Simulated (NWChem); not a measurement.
System meant: BH₃S₂O; SMILES OB(S)S

The following NWChem deck was run.

```
start job
memory heap 200 mb stack 900 mb global 1100 mb
geometry units angstroms noautoz
  B      0.403580     0.030585     0.000000
  O      1.754304     0.119745     0.000000
  H      2.220494    -0.720325     0.000000
  S     -0.552279    -1.526526     0.000000
  H      0.492268    -2.384272     0.000000
  S     -0.490699     1.613420     0.000000
  H     -1.733288     1.087330     0.000000
end
basis spherical
  B library def2-svp
  O library def2-svp
  H library def2-svp
  S library def2-svp
end
dft
  xc pbe0
  iterations 4
  mulliken
end
task dft energy
```

End of the output:

```
    Atom       Charge   Shell Charges
 -----------   ------   -------------------------------------------------------
    1 B    5     5.49   1.96  0.56  0.26  1.48  0.88  0.35
    2 O    8     7.98   1.97  0.84  0.55  2.71  1.89  0.02
    3 H    1     0.90   0.55  0.16  0.18
    4 S   16    15.83   2.00  1.95  0.95  0.63  5.81  1.90  2.52  0.07
    5 H    1     1.01   0.62  0.31  0.08
    6 S   16    15.80   2.00  1.95  0.94  0.63  5.81  1.90  2.50  0.06
    7 H    1     1.00   0.62  0.30  0.08

 center of mass
 --------------
 x =  -0.01085680 y =   0.04116637 z =   0.00000000

 moments of inertia (a.u.)
 ------------------
         590.372382479764          -0.000000000000           0.000000000000
          -0.000000000000         273.928818322956           0.000000000000
           0.000000000000           0.000000000000         864.301200802720

     Multipole analysis of the density
     ---------------------------------

     L   x y z        total         alpha         beta         nuclear
     -   - - -        -----         -----         ----         -------
     0   0 0 0     -0.000000    -24.000000    -24.000000     48.000000

     1   1 0 0      0.362058      0.181029      0.181029      0.000000
     1   0 1 0     -0.923465     -0.461733     -0.461733     -0.000000
     1   0 0 1     -0.000000     -0.000000     -0.000000      0.000000

     2   2 0 0    -24.926027    -88.106055    -88.106055    151.286082
     2   1 1 0     -4.736107      1.766664      1.766664     -8.269435
     2   1 0 1      0.000000      0.000000      0.000000      0.000000
     2   0 2 0    -28.033443   -168.309968   -168.309968    308.586494
     2   0 1 1     -0.000000     -0.000000     -0.000000      0.000000
     2   0 0 2    -29.935972    -14.967986    -14.967986      0.000000

 ------------------------------------------------------------------------
 dft energy failed                                                                                  0
 ------------------------------------------------------------------------
 ------------------------------------------------------------------------
  current input line :
    23: task dft energy
 ------------------------------------------------------------------------
 ------------------------------------------------------------------------
 This type of error is most commonly associated with calculations not reaching convergence criteria
 ------------------------------------------------------------------------
 For more information see the NWChem manual at https://nwchemgit.github.io

0:dft energy failed:Received an Error in Communication
```

Problem. Find the fault in this run and fix the input.

Solution. Convergence was not reached. Cause: the SCF was allowed too few iterations. This input runs:
```
start job
memory heap 200 mb stack 900 mb global 1100 mb
geometry units angstroms noautoz
  B      0.403580     0.030585     0.000000
  O      1.754304     0.119745     0.000000
  H      2.220494    -0.720325     0.000000
  S     -0.552279    -1.526526     0.000000
  H      0.492268    -2.384272     0.000000
  S     -0.490699     1.613420     0.000000
  H     -1.733288     1.087330     0.000000
end
basis spherical
  B library def2-svp
  O library def2-svp
  H library def2-svp
  S library def2-svp
end
dft
  xc pbe0
  iterations 150
  mulliken
end
task dft energy
```
It converges to -897.65594 Ha (PBE0/def2-SVP).
